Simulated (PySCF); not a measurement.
PySCF job for ZrIH₃, SMILES [ZrH3][I], multiplicity 1, PBE-D3(BJ)/def2-TZVP. Geometry optimised at PBE-D3(BJ)/def2-TZVP. The spin state was assumed, not searched. The structure was generated by enumeration; whether it is a known compound was not checked. The def2 effective core potentials stand for the cores of I, Zr; spin–orbit coupling is left out.

```python
import numpy as np
from pyscf import gto, scf, dft, df
from pyscf.hessian import thermo

mol = gto.M(
    atom='''
    Zr   -0.00000000   -0.00000000    1.46557409
    I     0.00000000    0.00000000   -1.22188582
    H    -1.52033633    0.87776659    2.04566154
    H     0.00000001   -1.75553317    2.04566154
    H     1.52033634    0.87776660    2.04566153
    ''',
    basis='def2-TZVP',
    ecp={'I': 'def2-tzvp', 'Zr': 'def2-tzvp'},
    charge=0,
    spin=0,
    max_memory=1600,
    verbose=3,
)
mf = dft.RKS(mol, xc='pbe').density_fit(auxbasis='def2-universal-jkfit')
mf.disp = 'd3bj'
mf.grids.level = 3
mf.conv_tol = 1e-11
mf.max_cycle = 100
mf.kernel()

# [left out here: the lines that compute and print the analytic Hessian (its translational invariance restored by hand, since the grid's response is missing), thermochemistry and intensities]
```

Program output:

```
converged SCF energy = -346.554761754284

WARN: DFTD3 does not support analytical Hessian, using finite difference


WARN: Mole.unit (angstrom) is changed to Bohr

Mode                                 0                   1                   2
Irrep
Freq [cm^-1]                      220.3465            305.0512            305.2296
Reduced mass [au]                  14.9585              1.0450              1.0450
Force const [Dyne/A]                0.4279              0.0573              0.0574
Char temp [K]                     317.0295            438.9008            439.1574
Normal mode                   x     y     z       x     y     z       x     y     z
       0  Zr                 0.00 -0.00 -0.08   -0.02  0.00 -0.00   -0.00 -0.02  0.00
       1   I                -0.00  0.00  0.06    0.01 -0.00  0.00    0.00  0.01 -0.00
       2   H                -0.02  0.01 -0.14    0.23  0.05  0.61    0.06  0.29 -0.35
       3   H                -0.00 -0.02 -0.14    0.33 -0.00 -0.01    0.00  0.20  0.70
       4   H                 0.02  0.01 -0.14    0.23 -0.06 -0.61   -0.06  0.29 -0.36
Mode                                 3                   4                   5
Irrep
Freq [cm^-1]                      525.7191            600.8273            600.8554
Reduced mass [au]                   1.0820              1.0153              1.0153
Force const [Dyne/A]                0.1762              0.2159              0.2160
Char temp [K]                     756.3927            864.4568            864.4972
Normal mode                   x     y     z       x     y     z       x     y     z
       0  Zr                -0.00  0.00  0.03   -0.00 -0.01  0.00    0.01 -0.00  0.00
       1   I                 0.00  0.00 -0.01   -0.00 -0.00 -0.00    0.00 -0.00 -0.00
       2   H                -0.16  0.09 -0.52    0.37  0.52  0.16   -0.09 -0.37  0.28
       3   H                 0.00 -0.18 -0.52    0.00 -0.12 -0.32   -0.73 -0.00 -0.00
       4   H                 0.16  0.09 -0.52   -0.37  0.52  0.16   -0.09  0.37 -0.28
Mode                                 6                   7                   8
Irrep
Freq [cm^-1]                     1652.9437           1652.9486           1686.6036
Reduced mass [au]                   1.0241              1.0241              1.0109
Force const [Dyne/A]                1.6485              1.6485              1.6942
Char temp [K]                    2378.2180           2378.2250           2426.6471
Normal mode                   x     y     z       x     y     z       x     y     z
       0  Zr                -0.01  0.00 -0.00    0.00  0.01 -0.00    0.00 -0.00 -0.01
       1   I                 0.00 -0.00 -0.00   -0.00 -0.00 -0.00    0.00  0.00 -0.00
       2   H                 0.59 -0.33 -0.21    0.31 -0.19 -0.12   -0.47  0.27  0.18
       3   H                 0.01 -0.02  0.01   -0.00 -0.77  0.24    0.00 -0.54  0.18
       4   H                 0.57  0.32  0.21   -0.34 -0.21 -0.13    0.47  0.27  0.18
temperature 298.1500 [K]
pressure 101325.00 [Pa]
Rotational constants [GHz] 54.22722 1.25816 1.25816
Symmetry number 3
Zero-point energy (ZPE) 0.01720 [Eh]   45162.170 [J/mol]
                           tot       elec      trans        rot        vib
Entropy [J/mol/K]       300.722      0.000    176.079     98.518     26.126
Cv [J/mol/K]             60.576      0.000     12.472     12.472     35.633
Cp [J/mol/K]             68.891      0.000     20.786     12.472     35.633
Internal energy [J/mol]                      3718.434   3718.434  50122.347
Internal energy [Eh]   -346.53284  -346.55476
Enthalpy [J/mol]                             6197.391   3718.434  50122.347
Enthalpy [Eh]          -346.53189
Gibbs free energy [J/mol]                  -46300.454 -25654.658  42333.013
Gibbs free energy [Eh] -346.56604
mode   freq/cm-1   IR/(km/mol)
   1      220.35         6.430
   2      305.05        16.950
   3      305.23        16.912
   4      525.72       200.094
   5      600.83        80.812
   6      600.86        80.770
   7     1652.94       363.000
   8     1652.95       363.011
   9     1686.60       263.794
max |gradient| / (hartree/bohr): 1.2864202103836648e-05
APT charges: [ 1.4347 -0.3822 -0.3509 -0.3509 -0.3509]
```

Self-consistency was reached.
